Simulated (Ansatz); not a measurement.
Process, species as SMILES: [SiH3][PH] (SiH3-PH) → [SiH3][PH-] (an electron is taken up)
B3LYP-D3(BJ)/def2-TZVP geometries, fixed; electronic energies without zero-point terms; positive where energy is released.

Effect of the final integration grid (spheres per factor e of radius in core and valence, angular degree) at PBE0/def2-TZVPP with Ansatz (a quantum-chemistry and plane-wave program), against the last row, where the adiabatic electron affinity is 1.65 eV. Open shells are unrestricted. The default's grid is 13, 11, 36.

| setting | largest shift of a total energy (mEh) | shift of the adiabatic electron affinity (eV) |
|---|---|---|
| accuracy: medium (default) | 0.000 | 0.000 |
| final_grid: 4, 3, 11 | -1.080 | -0.005 |
| final_grid: 6, 5, 17 | 0.073 | -0.001 |
| final_grid: 8, 7, 23 | -0.002 | 0.000 |
| final_grid: 10, 9, 29 | -0.001 | 0.000 |
| final_grid: 18, 15, 47 | 0.000 | 0.000 |
| final_grid: 26, 22, 59 | 0.000 | 0.000 |

Within 0.005 eV in the adiabatic electron affinity: accuracy: medium (default); final_grid: 6, 5, 17; final_grid: 8, 7, 23; final_grid: 10, 9, 29; final_grid: 18, 15, 47. The largest shift is 1.080 mEh in a total energy and 0.005 eV in the difference.
